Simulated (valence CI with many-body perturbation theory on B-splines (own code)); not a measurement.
E1 line list for Ni XIII

Calculated by relativistic CI+MBPT: six valence electrons over a frozen Dirac-Fock core [Ne], radial functions for each j: 9 s, 9 p, 8 d, 6 f, 3 g, 1 h, with the one-electron correlation potential Σ1 (screened to all orders), the two-electron term Σ2, the three-electron term Σ3, Breit, model QED; selected single and double excitations, second order for the rest, scaled by the run's own slope (own B-spline code, finite nucleus).

No measured spectrum was set against this ion. As an estimate, levels of excited configurations hold to 0.05 to 0.15 % of their energy, terms of the ground configuration to about 0.5 %. Among the levels kept, up to 1500 cm⁻¹ of a level comes from second order outside the variational space, and about a tenth of that is noise between levels of different J, which matters for small intervals.

Lines 51 to 91 of 91 in falling wavelength, among levels below 78.378 eV, chosen from the strongest by gf and those to the six lowest levels. Wavelengths and rates use the calculated energies, so an error of 200 cm⁻¹ moves a line at 19.41 nm by 0.039 % and its rate by three times that or more. Electric multipoles are in the length gauge, E1 and E2 with the static RPA response of the core. Weak lines are less certain than strong ones. Lines between different terms over intervals too small for the method are left out, as are lines whose strength nearly cancels. Where a level lies close to another of its J and parity, the split of strength between their lines is uncertain. The highest levels of a list are the least certain.

Names give the largest LS component (configuration and term), which can be under half, so a name can repeat, a term be missing and a line seem to break the LS rules; names also repeat where a configuration has a term twice. Letters in brackets count levels of one name in rising energy.

| λ vac (nm) | Upper | Lower | A (s⁻¹) | S (a.u.) with core polarisation | S without |
| --- | --- | --- | --- | --- | --- |
| 19.41 | 3s²3p³3d ³S°_1 | 3s²3p⁴ ¹S_0 | 1.67e+09 | 1.81e-02 | 1.87e-02 |
| 19.36 | 3s²3p³3d ³G°_3 | 3s²3p⁴ ³P_2 | 1.31e+08 | 3.29e-03 | 3.37e-03 |
| 19.31 | 3s²3p³3d ³D°_2 [b] | 3s²3p⁴ ¹D_2 | 2.52e+08 | 4.47e-03 | 4.58e-03 |
| 19.25 | 3s²3p³3d ¹D°_2 | 3s²3p⁴ ³P_1 | 1.05e+08 | 1.84e-03 | 1.90e-03 |
| 19.03 | 3s²3p³3d ³P°_2 [a] | 3s²3p⁴ ¹D_2 | 5.21e+08 | 8.86e-03 | 9.13e-03 |
| 18.98 | 3s²3p³3d ³P°_1 [c] | 3s²3p⁴ ¹S_0 | 5.80e+09 | 5.88e-02 | 6.06e-02 |
| 18.92 | 3s²3p³3d ³D°_3 [b] | 3s²3p⁴ ¹D_2 | 1.27e+08 | 2.98e-03 | 3.05e-03 |
| 18.79 | 3s²3p³3d ³D°_1 [b] | 3s²3p⁴ ³P_0 | 1.54e+09 | 1.51e-02 | 1.55e-02 |
| 18.77 | 3s²3p³3d ³D°_1 [b] | 3s²3p⁴ ³P_1 | 1.19e+08 | 1.17e-03 | 1.20e-03 |
| 18.67 | 3s²3p³3d ³P°_0 [a] | 3s²3p⁴ ³P_1 | 9.48e+07 | 3.04e-04 | 3.15e-04 |
| 18.58 | 3s²3p³3d ³P°_1 [a] | 3s²3p⁴ ³P_0 | 5.48e+07 | 5.21e-04 | 5.42e-04 |
| 18.56 | 3s²3p³3d ³P°_1 [a] | 3s²3p⁴ ³P_1 | 2.64e+07 | 2.50e-04 | 2.53e-04 |
| 18.55 | 3s²3p³3d ¹D°_2 | 3s²3p⁴ ³P_2 | 3.61e+08 | 5.69e-03 | 5.86e-03 |
| 18.45 | 3s²3p³3d ³F°_2 [b] | 3s²3p⁴ ³P_1 | 5.55e+07 | 8.59e-04 | 8.83e-04 |
| 18.33 | 3s²3p³3d ³D°_2 [b] | 3s²3p⁴ ³P_1 | 2.35e+09 | 3.57e-02 | 3.67e-02 |
| 18.11 | 3s²3p³3d ³D°_1 [b] | 3s²3p⁴ ³P_2 | 2.85e+08 | 2.50e-03 | 2.58e-03 |
| 18.08 | 3s²3p³3d ³P°_2 [a] | 3s²3p⁴ ³P_1 | 1.86e+09 | 2.71e-02 | 2.80e-02 |
| 17.92 | 3s²3p³3d ³P°_1 [a] | 3s²3p⁴ ³P_2 | 4.40e+09 | 3.74e-02 | 3.85e-02 |
| 17.83 | 3s²3p³3d ¹F°_3 | 3s²3p⁴ ¹D_2 | 2.51e+07 | 4.91e-04 | 5.07e-04 |
| 17.83 | 3s²3p³3d ³F°_3 [b] | 3s²3p⁴ ³P_2 | 4.68e+08 | 9.16e-03 | 9.40e-03 |
| 17.80 | 3s²3p³3d ³F°_2 [b] | 3s²3p⁴ ³P_2 | 4.10e+07 | 5.71e-04 | 5.88e-04 |
| 17.78 | 3s²3p³3d ³P°_1 [b] | 3s²3p⁴ ¹D_2 | 1.12e+10 | 9.35e-02 | 9.66e-02 |
| 17.78 | 3s²3p³3d ³P°_2 [b] | 3s²3p⁴ ¹D_2 | 2.80e+09 | 3.88e-02 | 4.00e-02 |
| 17.69 | 3s²3p³3d ³D°_2 [b] | 3s²3p⁴ ³P_2 | 8.41e+08 | 1.15e-02 | 1.19e-02 |
| 17.66 | 3s²3p³3d ³S°_1 | 3s²3p⁴ ¹D_2 | 5.70e+10 | 4.65e-01 | 4.79e-01 |
| 17.46 | 3s²3p³3d ³P°_2 [a] | 3s²3p⁴ ³P_2 | 8.73e+09 | 1.15e-01 | 1.18e-01 |
| 17.37 | 3s²3p³3d ³D°_3 [b] | 3s²3p⁴ ³P_2 | 6.99e+08 | 1.27e-02 | 1.30e-02 |
| 17.31 | 3s²3p³3d ³P°_1 [c] | 3s²3p⁴ ¹D_2 | 4.94e+10 | 3.79e-01 | 3.91e-01 |
| 16.96 | 3s²3p³3d ³P°_1 [b] | 3s²3p⁴ ³P_0 | 4.93e+09 | 3.56e-02 | 3.68e-02 |
| 16.95 | 3s²3p³3d ³P°_1 [b] | 3s²3p⁴ ³P_1 | 6.01e+08 | 4.34e-03 | 4.49e-03 |
| 16.94 | 3s²3p³3d ³P°_2 [b] | 3s²3p⁴ ³P_1 | 1.91e+10 | 2.29e-01 | 2.36e-01 |
| 16.85 | 3s²3p³3d ³S°_1 | 3s²3p⁴ ³P_0 | 1.64e+10 | 1.16e-01 | 1.20e-01 |
| 16.84 | 3s²3p³3d ³S°_1 | 3s²3p⁴ ³P_1 | 2.93e+10 | 2.07e-01 | 2.13e-01 |
| 16.53 | 3s²3p³3d ³P°_1 [c] | 3s²3p⁴ ³P_0 | 3.41e+10 | 2.28e-01 | 2.35e-01 |
| 16.52 | 3s²3p³3d ³P°_1 [c] | 3s²3p⁴ ³P_1 | 3.92e+10 | 2.62e-01 | 2.69e-01 |
| 16.51 | 3s²3p³3d ³P°_0 [b] | 3s²3p⁴ ³P_1 | 1.46e+11 | 3.24e-01 | 3.34e-01 |
| 16.45 | 3s²3p³3d ¹F°_3 | 3s²3p⁴ ³P_2 | 2.89e+09 | 4.44e-02 | 4.57e-02 |
| 16.41 | 3s²3p³3d ³P°_1 [b] | 3s²3p⁴ ³P_2 | 1.08e+11 | 7.08e-01 | 7.29e-01 |
| 16.40 | 3s²3p³3d ³P°_2 [b] | 3s²3p⁴ ³P_2 | 1.07e+11 | 1.16e+00 | 1.19e+00 |
| 16.30 | 3s²3p³3d ³S°_1 | 3s²3p⁴ ³P_2 | 6.81e+09 | 4.37e-02 | 4.48e-02 |
| 16.00 | 3s²3p³3d ³P°_1 [c] | 3s²3p⁴ ³P_2 | 3.97e+09 | 2.41e-02 | 2.48e-02 |
